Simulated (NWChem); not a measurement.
System: SnH$_{3}$S$_{3}$F; SMILES [SH][Sn]([SH])([F])[SH]

NWChem input:

```
start job
memory heap 200 mb stack 900 mb global 1100 mb
geometry units angstroms
  F     -1.521635     1.220754     0.660077
  Sn    -0.019822     0.015397     0.008906
  S     -1.062032    -1.060128    -1.927029
  S      1.738524     1.645915    -0.483448
  S      0.351489    -1.410713     1.962541
  H     -2.282675    -0.677708    -1.575134
  H      0.899948     2.673111    -0.442165
  H     -0.339041    -0.613732     2.767548
end
basis spherical
  * library def2-svp
end
ecp
  Sn library def2-ecp
end
dft
  xc pbe0
  iterations 150
end
driver
  maxiter 120
end
task dft optimize
```

Parts of the log:

```
             Northwest Computational Chemistry Package (NWChem) 7.3.0
             --------------------------------------------------------

 C1  symmetry detected

                             Geometry "geometry" -> ""
                             -------------------------

 Output coordinates in angstroms (scale by  1.889725989 to convert to a.u.)

  No.       Tag          Charge          X              Y              Z
 ---- ---------------- ---------- -------------- -------------- --------------
    1 F                    9.0000     0.00084880    -0.00378139    -2.06012674
    2 Sn                  50.0000    -0.00029670     0.00033778    -0.02731264
    3 S                   16.0000    -0.94977095    -2.20134446     0.46451457
    4 S                   16.0000     2.38183443     0.27859770     0.46340600
    5 S                   16.0000    -1.43166070     1.92388072     0.46210638
    6 H                    1.0000    -1.38613332    -2.37200727    -0.77665689
    7 H                    1.0000     2.74737221    -0.01513921    -0.77762034
    8 H                    1.0000    -1.36048754     2.38614657    -0.77938117

 Effective nuclear repulsion energy (a.u.)     862.6264570839

                                Z-matrix (autoz)
                                --------

 Units are Angstrom for bonds and degrees for angles

      Type          Name      I     J     K     L     M      Value
      ----------- --------  ----- ----- ----- ----- ----- ----------
    1 Stretch                  1     2                       2.03282
    2 Stretch                  2     3                       2.44761
    3 Stretch                  2     4                       2.44802
    4 Stretch                  2     5                       2.44711
    5 Stretch                  3     6                       1.32667
    6 Stretch                  4     7                       1.32667
    7 Stretch                  5     8                       1.32667
    8 Bend                     1     2     3               101.49820
    9 Bend                     1     2     4               101.54498
   10 Bend                     1     2     5               101.64930
   11 Bend                     2     3     6                93.17096
   12 Bend                     2     4     7                93.17769
   13 Bend                     2     5     8                93.17315
   14 Bend                     3     2     4               116.06848
   15 Bend                     3     2     5               116.10243
   16 Bend                     4     2     5               116.08722
   17 Torsion                  1     2     3     6         -14.64182
   18 Torsion                  1     2     4     7         -14.49036
   19 Torsion                  1     2     5     8         -14.60694
   20 Torsion                  3     2     4     7          94.56166
   21 Torsion                  3     2     5     8        -123.73353
   22 Torsion                  4     2     3     6        -123.72143
   23 Torsion                  4     2     5     8          94.56892
   24 Torsion                  5     2     3     6          94.57378
   25 Torsion                  5     2     4     7        -123.72767

                           NWChem Geometry Optimization
                           ----------------------------

 maximum gradient threshold         (gmax) =   0.000450
 rms gradient threshold             (grms) =   0.000300
 maximum cartesian step threshold   (xmax) =   0.001800
 rms cartesian step threshold       (xrms) =   0.001200
 fixed trust radius                (trust) =   0.300000
 source of zmatrix                         =   autoz

          -------------------
          Energy Minimization
          -------------------

 Using diagonal initial Hessian
 Scaling for Hessian diagonals: bonds = 1.00  angles = 0.25  torsions = 0.10

          --------
          Step   0

                                 NWChem DFT Module
                                 -----------------

 Summary of "ao basis" -> "ao basis" (spherical)
 ------------------------------------------------------------------------------
       Tag                 Description            Shells   Functions and Types
 ---------------- ------------------------------  ------  ---------------------
 F                          def2-svp                 6       14   3s2p1d
 Sn                         def2-svp                10       26   4s4p2d
 S                          def2-svp                 8       18   4s3p1d
 H                          def2-svp                 3        5   2s1p

            General Information
            -------------------
          SCF calculation type: DFT
          Wavefunction type:  closed shell.
          No. of atoms     :     8
          No. of electrons :    82
           Alpha electrons :    41
            Beta electrons :    41
          Charge           :     0
          Spin multiplicity:     1
          Use of symmetry is: off; symmetry adaption is: off
          Maximum number of iterations: 150
          AO basis - number of functions:   109
                     number of shells:    49
          Convergence on energy requested:  1.00D-06
          Convergence on density requested:  1.00D-05
          Convergence on gradient requested:  5.00D-04

              XC Information
              --------------
                         PBE0 Method XC Functional
                     Hartree-Fock (Exact) Exchange  0.250
          PerdewBurkeErnzerhof Exchange Functional  0.750
            Perdew 1991 LDA Correlation Functional  1.000 local
           PerdewBurkeErnz. Correlation Functional  1.000 non-local

[...]

      ----------------------
      Optimization converged
      ----------------------

  Step       Energy      Delta E   Gmax     Grms     Xrms     Xmax
  ---- ---------------- -------- -------- -------- -------- --------
@   11   -1509.67020112 -2.3D-07  0.00002  0.00001  0.00079  0.00146
                                     ok       ok       ok       ok

                                Z-matrix (autoz)
                                --------

 Units are Angstrom for bonds and degrees for angles

      Type          Name      I     J     K     L     M      Value     Gradient
      ----------- --------  ----- ----- ----- ----- ----- ---------- ----------
    1 Stretch                  1     2                       1.94183    0.00002
    2 Stretch                  2     3                       2.39788   -0.00001
    3 Stretch                  2     4                       2.39787   -0.00001
    4 Stretch                  2     5                       2.39786   -0.00001
    5 Stretch                  3     6                       1.35315   -0.00000
    6 Stretch                  4     7                       1.35317   -0.00000
    7 Stretch                  5     8                       1.35317   -0.00000
    8 Bend                     1     2     3               106.57436    0.00000
    9 Bend                     1     2     4               106.58397   -0.00000
   10 Bend                     1     2     5               106.59976   -0.00000
   11 Bend                     2     3     6                91.95185    0.00000
   12 Bend                     2     4     7                91.95548    0.00000
   13 Bend                     2     5     8                91.96266    0.00000
   14 Bend                     3     2     4               112.20613   -0.00000
   15 Bend                     3     2     5               112.19000   -0.00000
   16 Bend                     4     2     5               112.19135    0.00000
   17 Torsion                  1     2     3     6         -47.28454   -0.00000
   18 Torsion                  1     2     4     7         -47.33255   -0.00000
   19 Torsion                  1     2     5     8         -47.47369   -0.00000
   20 Torsion                  3     2     4     7          68.96646    0.00000
   21 Torsion                  3     2     5     8        -163.77360   -0.00000
   22 Torsion                  4     2     3     6        -163.58934   -0.00000
   23 Torsion                  4     2     5     8          68.83852   -0.00000
   24 Torsion                  5     2     3     6          69.03066   -0.00000
   25 Torsion                  5     2     4     7        -163.65427   -0.00000

                         Geometry "geometry" -> "geometry"
                         ---------------------------------

 Output coordinates in angstroms (scale by  1.889725989 to convert to a.u.)

  No.       Tag          Charge          X              Y              Z
 ---- ---------------- ---------- -------------- -------------- --------------
    1 F                    9.0000     0.00027139    -0.00291752    -2.26707902
    2 Sn                  50.0000    -0.00008802    -0.00044431    -0.32524704
    3 S                   16.0000    -0.60623751    -2.21647714     0.36148107
    4 S                   16.0000     2.22252559     0.58420869     0.35882104
    5 S                   16.0000    -1.61703892     1.63332258     0.35740472
    6 H                    1.0000    -1.64519216    -2.25061322    -0.50479407
    7 H                    1.0000     2.77111871    -0.30098642    -0.50521358
    8 H                    1.0000    -1.12365287     2.55059777    -0.50644396

 Effective nuclear repulsion energy (a.u.)     883.3352388821

                Final and change from initial internal coordinates
                --------------------------------------------------

                                Z-matrix (autoz)
                                --------

 Units are Angstrom for bonds and degrees for angles

[...]
```

Level: PBE0/def2-SVP with def2 effective core potentials on Sn. No frequency run checked for a minimum. def2 effective core potentials on Sn; no spin-orbit coupling.
